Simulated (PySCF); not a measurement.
## Ions at one geometry of YH3(H2O)

PySCF 2.14.0, RKS PBE0, Y def2-SVP with ECP28, H def2-SVP, O def2-SVP; non-relativistic Hamiltonian with scalar-relativistic core potentials where named; density fitting; no spin-orbit coupling; singlets restricted, open shells unrestricted. The geometry is relaxed for charge 0, singlet, vacuum:

```xyz
7

Y     0.1443   -0.3096    0.0532
H     0.5512    1.6882    0.4147
H    -0.7567   -1.3466    1.4887
H     1.4520   -1.2991   -1.0694
O    -1.1351    1.1557   -1.1409
H    -0.5239    1.7826   -0.5995
H    -1.2112    1.4946   -2.0408
```

Energies count from the relaxed state; an electron taken off or put on is at rest in vacuum. Charges and spins are Mulliken's.

```csv
state,energy (eV),spin squared,charge on Y1 (e),spin on Y1 (e),dipole about the centre of mass (D)
"charge 0, singlet, vacuum",0.00,0.00,0.83,0.00,4.06
"charge -1, doublet, vacuum",0.43,0.75,-0.06,1.01,4.79
```

Task: What does the state charge +1, doublet, vacuum give?

Result: energy (eV) 8.85, spin squared 0.77, charge on Y1 (e) 1.12, spin on Y1 (e) 0.09, dipole about the centre of mass (D) 1.84.

With an electron taken off (doublet) the charges change, summed by element, by Y +0.29 e, H +0.69 e, O +0.02 e. The vertical ionisation energy is 8.85 eV, against −ε(HOMO) = 6.66 eV of the relaxed state. The level lies 2.2 eV too high, as is usual for semilocal functionals and global hybrids, which keep a self-interaction error.

With an electron put on (doublet) the charges change, summed by element, by Y -0.89 e, H -0.13 e, O +0.02 e. The vertical electron affinity is -0.43 eV, against −ε(LUMO) = 1.10 eV of the relaxed state. The basis has no diffuse functions, which an added electron needs. The added electron's level lies above zero.

Open shells may have lower solutions than those found.
